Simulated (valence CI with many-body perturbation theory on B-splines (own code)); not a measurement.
**Assign the levels of Pr XXI**

Calculated by configuration interaction combined with many-body perturbation theory (CI+MBPT): three valence electrons over a frozen Dirac-Fock core [Kr], radial functions for each j: 9 s, 9 p, 10 d, 8 f, 5 g, 3 h, 1 i, with the one-electron correlation potential Σ1, the two-electron term Σ2, the three-electron term Σ3, Breit, model QED; selected CI, second order for the rest (own B-spline code, finite nucleus).

No measured levels were compared; by estimate terms of the open shell hold to 2 to 4 % of their energy, and close levels can change places. Only levels of the ground parity were solved; by the run's estimate the other parity begins above the list, which can be wrong where configurations are misplaced.

```tsv
No.	J	Parity	E (eV)	g
1	3/2	even	0.000	0.539
2	5/2	even	3.000	1.040
3	7/2	even	4.862	1.149
8	5/2	even	9.244	1.524
12	11/2	even	11.859	1.089
15	7/2	even	14.337	1.123
18	3/2	even	20.535	0.822
19	5/2	even	21.490	1.161
```

Energies count from the lowest level. Strongly mixed levels and levels close to another of their J and parity are left out, so the numbers can have gaps.

Q: Give configuration and LS term of each level.

A: 1: 4d3 4F; 2: 4d3 4F; 3: 4d3 4F; 8: 4d3 4P; 12: 4d3 2H; 15: 4d3 2F; 18: 4d3 2D; 19: 4d3 2D.
